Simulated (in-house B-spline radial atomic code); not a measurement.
Inner levels of indium as electrons are removed. A shift is the extra binding of the orbital against the neutral atom ([Kr] 4d10 5s2 5p1). The density at the nucleus is averaged over the nuclear charge. Computed with a radial B-spline atomic code at the basis-set limit: Dirac-Hartree-Fock, average of the configuration, finite nuclei.

```csv
ion,configuration,shift of 3p1/2 (eV),shift of 1s1/2 (eV),shift of 2p1/2 (eV),radius of 3p1/2 (bohr),radius of 1s1/2 (bohr),radius of 2p1/2 (bohr),Σ<r²> (bohr²),change of density at nucleus (bohr⁻³)
In20+,[Ar] 3d10 4s1,536.49,579.44,567.91,0.33338,0.029703,0.10838,2.9829,-73.441
In21+,[Ar] 3d10,575.78,624.36,610.82,0.33279,0.029702,0.10836,2.3648,-509
In22+,[Ar] 3d9,640.7,708.26,694.13,0.32977,0.029703,0.10828,2.1958,-429.04
In23+,[Ar] 3d8,706.95,794.57,779.69,0.32678,0.029704,0.10818,2.036,-345.6
In24+,[Ar] 3d7,774.5,883.3,867.46,0.32382,0.029704,0.10808,1.8848,-258.68
In25+,[Ar] 3d6,843.35,974.43,957.45,0.32089,0.029705,0.10798,1.7415,-168.26
In26+,[Ar] 3d5,913.49,1067.95,1049.63,0.31799,0.029705,0.10786,1.6055,-74.346
In27+,[Ar] 3d4,984.92,1163.87,1143.99,0.31513,0.029706,0.10774,1.4764,23.072
```
